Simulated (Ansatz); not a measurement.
Geometry optimisation, RKS B3LYP-D4/def2-mTZVP in Ansatz.

input.yaml

```yaml
crystal:
  periodic: [false, false, false]
  atoms:
    - { symbol: Zn, position_ang: [0.0, 0.0, 0.0] }
    - { symbol: Cl, position_ang: [0.0, 0.0, 2.59] }
    - { symbol: Cl, position_ang: [0.0, 0.0, -2.24] }
    - { symbol: O, position_ang: [-1.9834, 0.0, 0.659] }
    - { symbol: H, position_ang: [-2.5285, -0.6297, 0.0877] }
    - { symbol: H, position_ang: [-1.4167, 0.0, 1.8346] }
basis:
  gaussian: { orbitals: def2-mTZVP }
hamiltonian:
  xc: b3lyp
  dispersion: d4
relax:
  f_tol: 0.15
  max_steps: 25
  restrain:
    - { distance: [0, 3], at: 1.79, k: 30.0 }
    - { distance: [5, 1], at: 1.37, k: 30.0 }
    - { distance: [0, 1], at: 3.44, k: 30.0 }
    - { distance: [5, 3], at: 2.21, k: 30.0 }
output:
  orbitals: {}
```

Run as:

```bash
$ ansatz run input.yaml --threads 4 --pin off --max-ram 5120MiB --backend cpu --events-out ev --progress --plain --runs-dir out
```

Q: Where does it end, and by what steps?

A: The forces met the threshold. The restraints hold the end off the free minimum; the threshold counts their pulls, which the force column leaves out. Restrained pairs: Zn1–O4 (2.09 → 1.79 Å), Cl2–H6 (1.61 → 1.34 Å), Zn1–Cl2 (2.59 → 3.44 Å), O4–H6 (1.31 → 2.20 Å). After 9 steps the energy has fallen by 0.502 eV (the restraints' own energy left out); Zn1 moved furthest, 1.03 Å.

```csv
step,energy less start (eV),largest force component (eV/Å),accepted
0,0.0000,1.716,yes
1,0.3211,1.863,yes
2,0.4419,2.232,yes
3,0.1723,1.399,yes
4,-0.1543,0.912,yes
5,-0.3259,1.267,yes
6,-0.4354,1.092,yes
7,-0.4840,0.915,yes
8,-0.4964,0.911,yes
9,-0.5022,0.899,yes
```

```xyz
6
Properties=species:S:1:pos:R:3
Zn -0.790 -0.031 -0.658
Cl 0.246 0.053 2.619
Cl 0.792 0.089 -2.044
O -2.183 -0.095 0.469
H -2.924 -0.641 0.176
H -1.069 -0.006 2.369
```

The run took 7.9 s on 4 threads of AMD EPYC 9R45 96-Core Processor (Zen 5) (shared host), peak memory 0.28 GiB.
